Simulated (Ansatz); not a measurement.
Born–Oppenheimer molecular dynamics of CH2BFO (6 atoms, charge 0, multiplicity 1). It starts from a relaxed structure.

Theory: RKS r2SCAN-D4/def2-SVP in Ansatz.

```yaml
ensemble: NVT, Nosé–Hoover chain
time_step: 0.25 fs
steps_asked: 300
set_temperature: 1000 K
thermostat: time constant 300 fs, chain length 3
seed: 448777
```

Frames 1.25 fs apart, positions in Å, forces in eV/Å.

Velocities at 2.5 fs (Å/ps):

```
O 4.36 -0.51 -6.97
C -4.70 -7.53 6.71
B -10.84 7.22 -5.26
F 3.70 1.67 1.14
H 21.48 -4.30 45.66
H 11.87 -6.84 19.76
```

```xyz
6
Properties=species:S:1:pos:R:3:forces:R:3 time_fs=2.5 energy_less_start_eV=0.092 T=823
O 1.121 -0.601 -1.268 -1.09 0.96 0.98
C 0.462 0.223 -0.621 1.08 -1.03 -0.91
B -0.488 -0.157 0.595 0.30 -1.66 0.32
F -0.599 -1.461 0.838 -0.17 0.48 -0.09
H 0.597 1.297 -0.814 0.15 0.79 -0.38
H -0.984 0.583 1.382 -0.27 0.46 0.09
6
Properties=species:S:1:pos:R:3:forces:R:3 time_fs=3.8 energy_less_start_eV=0.157 T=696
O 1.125 -0.601 -1.276 -1.48 1.22 1.31
C 0.456 0.213 -0.613 1.56 -0.78 -1.38
B -0.501 -0.149 0.588 0.31 -2.10 0.61
F -0.594 -1.458 0.840 -0.26 0.61 -0.11
H 0.625 1.297 -0.760 0.15 0.56 -0.39
H -0.971 0.578 1.407 -0.27 0.48 -0.05
6
Properties=species:S:1:pos:R:3:forces:R:3 time_fs=5.0 energy_less_start_eV=0.217 T=580
O 1.129 -0.600 -1.283 -1.73 1.31 1.51
C 0.453 0.202 -0.607 1.95 -0.11 -1.70
B -0.514 -0.144 0.583 0.27 -2.23 0.94
F -0.590 -1.456 0.841 -0.36 0.63 -0.09
H 0.655 1.306 -0.711 0.07 0.03 -0.36
H -0.962 0.580 1.431 -0.21 0.37 -0.30
6
Properties=species:S:1:pos:R:3:forces:R:3 time_fs=6.2 energy_less_start_eV=0.273 T=473
O 1.131 -0.598 -1.289 -1.81 1.23 1.53
C 0.453 0.191 -0.603 2.17 0.64 -1.78
B -0.527 -0.143 0.579 0.27 -2.12 1.19
F -0.586 -1.452 0.842 -0.45 0.55 -0.04
H 0.686 1.314 -0.668 -0.05 -0.49 -0.33
H -0.957 0.587 1.451 -0.13 0.19 -0.57
6
Properties=species:S:1:pos:R:3:forces:R:3 time_fs=7.5 energy_less_start_eV=0.312 T=396
O 1.131 -0.594 -1.293 -1.70 0.96 1.37
C 0.455 0.181 -0.601 2.13 1.28 -1.57
B -0.539 -0.144 0.576 0.35 -1.85 1.26
F -0.582 -1.448 0.843 -0.53 0.36 0.04
H 0.717 1.316 -0.630 -0.15 -0.78 -0.33
H -0.953 0.598 1.463 -0.09 0.03 -0.76
6
Properties=species:S:1:pos:R:3:forces:R:3 time_fs=8.8 energy_less_start_eV=0.324 T=374
O 1.129 -0.590 -1.296 -1.41 0.51 1.02
C 0.459 0.172 -0.602 1.79 1.74 -1.09
B -0.550 -0.148 0.575 0.52 -1.46 1.08
F -0.579 -1.444 0.845 -0.61 0.06 0.16
H 0.745 1.307 -0.598 -0.19 -0.79 -0.34
H -0.951 0.609 1.463 -0.10 -0.07 -0.82
6
Properties=species:S:1:pos:R:3:forces:R:3 time_fs=10.0 energy_less_start_eV=0.315 T=391
O 1.127 -0.585 -1.298 -0.96 -0.08 0.51
C 0.466 0.166 -0.603 1.19 2.02 -0.41
B -0.561 -0.153 0.576 0.77 -1.01 0.68
F -0.576 -1.440 0.846 -0.67 -0.32 0.30
H 0.770 1.286 -0.570 -0.16 -0.52 -0.35
H -0.950 0.619 1.451 -0.17 -0.09 -0.74
6
Properties=species:S:1:pos:R:3:forces:R:3 time_fs=11.2 energy_less_start_eV=0.310 T=401
O 1.123 -0.581 -1.299 -0.43 -0.74 -0.11
C 0.474 0.162 -0.605 0.42 2.10 0.36
B -0.571 -0.161 0.578 1.05 -0.53 0.13
F -0.574 -1.437 0.848 -0.71 -0.77 0.47
H 0.794 1.257 -0.547 -0.06 -0.02 -0.33
H -0.952 0.627 1.428 -0.27 -0.03 -0.53
6
Properties=species:S:1:pos:R:3:forces:R:3 time_fs=12.5 energy_less_start_eV=0.327 T=369
O 1.119 -0.577 -1.301 0.07 -1.35 -0.70
C 0.483 0.160 -0.607 -0.34 1.99 1.07
B -0.580 -0.169 0.580 1.33 -0.04 -0.47
F -0.572 -1.434 0.850 -0.74 -1.25 0.63
H 0.816 1.229 -0.529 0.08 0.57 -0.27
H -0.959 0.636 1.397 -0.40 0.06 -0.26
6
Properties=species:S:1:pos:R:3:forces:R:3 time_fs=13.8 energy_less_start_eV=0.353 T=318
O 1.115 -0.574 -1.303 0.40 -1.75 -1.13
C 0.492 0.161 -0.607 -0.87 1.79 1.56
B -0.586 -0.176 0.581 1.54 0.46 -0.99
F -0.571 -1.431 0.852 -0.75 -1.67 0.78
H 0.840 1.208 -0.516 0.18 1.02 -0.21
H -0.971 0.645 1.363 -0.50 0.15 -0.01
6
Properties=species:S:1:pos:R:3:forces:R:3 time_fs=15.0 energy_less_start_eV=0.356 T=312
O 1.111 -0.573 -1.306 0.49 -1.84 -1.26
C 0.499 0.165 -0.606 -1.00 1.64 1.74
B -0.591 -0.184 0.581 1.65 0.96 -1.33
F -0.570 -1.431 0.855 -0.74 -1.99 0.88
H 0.866 1.203 -0.505 0.16 1.08 -0.16
H -0.990 0.656 1.328 -0.56 0.14 0.14
6
Properties=species:S:1:pos:R:3:forces:R:3 time_fs=16.2 energy_less_start_eV=0.323 T=376
O 1.108 -0.574 -1.310 0.30 -1.56 -1.08
C 0.505 0.170 -0.602 -0.68 1.55 1.60
B -0.593 -0.190 0.579 1.64 1.41 -1.43
F -0.570 -1.431 0.859 -0.72 -2.11 0.92
H 0.894 1.213 -0.497 -0.01 0.72 -0.15
H -1.018 0.669 1.295 -0.53 0.00 0.15
```

Of the whole run (75 fs, mean temperature of the second half 699 K): The conserved energy stayed within 0.044 meV per atom of its start (net change 0.025 meV per atom), so the integration is sound. The mean temperature of the second half is 30 % below the set value. A run of 0.075 ps of so small a system gives no equilibrium averages.

Time of the run: 12 min on 1 thread of Arm Neoverse V1, with other jobs on the host, peak memory 0.11 GiB.
